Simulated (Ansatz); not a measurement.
Isolated molecules relaxed with PBE0-D4/def2-TZVP in Ansatz; ΔE leaves out vibrations. CBS: MP2 limit from def2 TZ/QZ plus the TZ coupled-cluster correction, frozen cores. This one scheme is used for every species. DFT in def2-TZVPP. For Ge outer-core shells are correlated without core-valence functions, which leaves a few kJ/mol of doubt a bond. Scalar relativity is left out up to krypton. One conformer a species, not always the lowest.

`[SiH3][O][GeH2][SiH3]` + `[SH][AlH][SH]` → `[SiH3][S][AlH][SH]` + `[SiH3][O][GeH3]`  (cleavage of the Si–Ge bond)

(1) Is it downhill or uphill in electronic energy at CCSD(T)/CBS, and by how much? (Best estimate.)

(2) What do these levels give: ωB97X-V, ωB97M-V, B2PLYP, CCSD(T)/def2-TZVPP, HF/CBS(def2), MP2/CBS(def2)? (An estimate is asked.)

Largest T1 diagnostic among the species: 0.012.

Answers

(1) Computed: Downhill: ΔE = -0.49 eV.

(2) Computed: ωB97X-V -0.47, ωB97M-V -0.49, B2PLYP -0.46, CCSD(T)/def2-TZVPP -0.46, HF/CBS(def2) -0.52, MP2/CBS(def2) -0.58 eV.

The D4 term adds −0.06 eV with B3LYP and −0.03 eV with PBE0; it sums over pairs of atoms, weighted by their polarisabilities, and B3LYP, whose exchange is more repulsive, gets the larger term. From PBE to PBE0 (25 % exact exchange), in def2-TZVPP and without D4, ΔE moves by −0.05 eV.

B3LYP here is the variant with VWN-RPA as its local correlation; programs differ in this.
